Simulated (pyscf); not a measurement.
## H₃Si–AsH–AsH₂, singlet

Gas-phase minimum from PySCF at ωB97X-D3(BJ)/def2-SVP, one conformer. 

SMILES: [SiH3][AsH][AsH2]
```xyz
9

Si    -0.6130    -0.8143    -0.1222
As     0.8983     0.9714    -0.3096
As    -0.0359     1.6149    -2.4534
H     -0.0950    -1.8216     0.8476
H     -0.8513    -1.4719    -1.4408
H     -1.9043    -0.2607     0.3772
H      1.9592     0.0789    -0.9349
H      0.0254     3.1065    -2.1644
H     -1.4725     1.5246    -1.9605
```
Charge 0, spin multiplicity 1.

Bonded distances (Å): Si1–As2 2.347, Si1–H4 1.491, Si1–H5 1.493, Si1–H6 1.491, As2–As3 2.425, As2–H7 1.521, As3–H8 1.521, As3–H9 1.522. Angles (°): As2–Si1–H4 110.0, As2–Si1–H5 111.6, As2–Si1–H6 107.6, H4–Si1–H5 109.4, H4–Si1–H6 109.5, H5–Si1–H6 108.7, Si1–As2–As3 91.4, Si1–As2–H7 92.0, As3–As2–H7 93.5, As2–As3–H8 94.4, As2–As3–H9 93.5, H8–As3–H9 92.0.

Properties at ωB97X-D3(BJ)/def2-SVP:

| Property | Result |
|---|---|
| Harmonic wavenumbers, unscaled | 73, 105, 148, 284, 388, 472, 567, 606, 702, 741, 796, 909, 952, 961, 1029, 2243, 2250, 2254, 2257, 2264, 2266 cm⁻¹ |
| Zero-point energy | 31.8 kcal/mol |
| Rotational symmetry number | 1 |
| Entropy of this conformer at 298 K and 1 atm, rigid rotor and harmonic oscillator, modes under 100 cm⁻¹ raised to 100 | 353.8 J/(mol K) |
| Dipole moment | 0.24 D |

Single-point totals, which compare only within one level:

```tsv
level	total energy (hartree)
ωB97X-D3(BJ)/def2-TZVP	-4764.79506
PBE/def2-TZVP	-4764.03271
r²SCAN/def2-TZVP	-4764.82050
B3LYP-D3(BJ)/def2-TZVP	-4764.99658
PBE0-D3(BJ)/def2-TZVP	-4764.20586
M06-2X/def2-TZVP	-4764.85255
ωB97M-D3(BJ)/def2-TZVP	-4764.93562
```

Soft torsions are taken as harmonic, which can shift the entropy by several J/(mol K). Elements up to Kr have no core potential and no relativistic terms here.
